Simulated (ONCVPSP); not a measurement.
**Zr: excitation energies, all-electron against ONCV**

ONCVPSP 4.0.1 input, shortened (lines: element, Z, core and valence counts, functional; n l f; lmax; l rc ep ncon nbas qcut; lloc lpopt rc5 dvloc0; l nproj debl; icmod fcfact rcfact), PBEsol, scalar-relativistic:

```
  Zr 40.00    6    4  -116133      upf
    1    0    2.00
    2    0    2.00
    2    1    6.00
    3    0    2.00
    3    1    6.00
    3    2   10.00
    4    0    2.00
    4    1    6.00
    4    2    2.00
    5    0    2.00
    2
    0    2.30    0.00    3    6    4.20
    1    2.15    0.00    4    8    5.60
    2    1.75    0.00    4    8    5.90
    2    5    1.75    0.00
    0    2    3.70
    1    1    3.50
    2    0    3.10
    1    0.50    0.00
```

Energies are relative to the spin-unpolarised reference configuration 4s2 4p6 4d2 5s2; without spin polarisation the order of configurations can differ from experiment.

```json
{"valence configuration": "4s2 4p6 4d2 5s1", "charge": "+1", "ΔE all-electron (eV)": "7.171", "error AE − PS (meV)": "-2.4"}
{"valence configuration": "4s2 4p6 4d2 5s0", "charge": "+2", "ΔE all-electron (eV)": "20.081", "error AE − PS (meV)": "-12"}
{"valence configuration": "4s2 4p6 4d2 5s0 5p2", "charge": "0", "ΔE all-electron (eV)": "6.266", "error AE − PS (meV)": "+45"}
```

Problem. What are ΔE and the potential's error for 4s2 4p6 4d1 5s0?

Solution. ΔE = 42.666 eV all-electron; the error (AE − PS) is -2.6 meV.
